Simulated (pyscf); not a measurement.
•HC=CH–C(Cl)(Cl)–Cl (SMILES [CH]=CC(Cl)(Cl)Cl), doublet

Gas-phase minimum from PySCF at ωB97X-D3(BJ)/def2-SVP, one conformer. •HC=CH–C(Cl)(Cl)–Cl lies 38.3 kcal/mol over its isomer Cl–CH=CH–C•(Cl)–Cl, and others may lie lower still (electronic energy, ωB97M-D3(BJ)). 

```xyz
8

C     -0.7606     1.0540     1.1790
C     -0.5471    -0.0436     0.4927
C      0.6034    -1.0048     0.7174
Cl    -0.0590    -2.6126     1.0946
Cl     1.5557    -1.1179    -0.7814
Cl     1.6623    -0.4890     2.0398
H     -0.3182     1.6144     2.0023
H     -1.2117    -0.3547    -0.3240
```
Charge 0, spin multiplicity 2.

Bond lengths (Å): C1–C2 1.312, C1–H7 1.090, C2–C3 1.516, C2–H8 1.098, C3–Cl4 1.779, C3–Cl5 1.779, C3–Cl6 1.771. Angles (°): C2–C1–H7 139.4, C1–C2–C3 125.2, C1–C2–H8 121.8, C3–C2–H8 113.0, C2–C3–Cl4 108.8, C2–C3–Cl5 108.8, C2–C3–Cl6 112.3, Cl4–C3–Cl5 108.7, Cl4–C3–Cl6 109.1, Cl5–C3–Cl6 109.1.

Properties at ωB97X-D3(BJ)/def2-SVP:

```yaml
harmonic_wavenumbers_unscaled: 92, 220, 246, 277, 339, 342, 434, 559, 711, 789, 829, 896, 910, 1091, 1242, 1722, 3179, 3304 cm⁻¹
zero_point_energy: 24.6 kcal/mol
rotational_symmetry_number: 1
Entropy of this conformer at 298 K and 1 atm, rigid rotor and harmonic oscillator, modes under 100 cm⁻¹ raised to 100: 353.0 J/(mol K)
dipole_moment: 1.13 D
Spin expectation value S2: 0.762
```

Single-point totals, which compare only within one level:

```json
[
 {"level": "ωB97X-D3(BJ)/def2-TZVP", "total energy (hartree)": "-1496.15195"},
 {"level": "PBE/def2-TZVP", "total energy (hartree)": "-1495.37590"},
 {"level": "r²SCAN/def2-TZVP", "total energy (hartree)": "-1495.92932"},
 {"level": "B3LYP-D3(BJ)/def2-TZVP", "total energy (hartree)": "-1496.14236"},
 {"level": "PBE0-D3(BJ)/def2-TZVP", "total energy (hartree)": "-1495.50038"},
 {"level": "M06-2X/def2-TZVP", "total energy (hartree)": "-1495.98917"},
 {"level": "ωB97M-D3(BJ)/def2-TZVP", "total energy (hartree)": "-1496.26978"}
]
```

Soft torsions are taken as harmonic, which can shift the entropy by several J/(mol K).
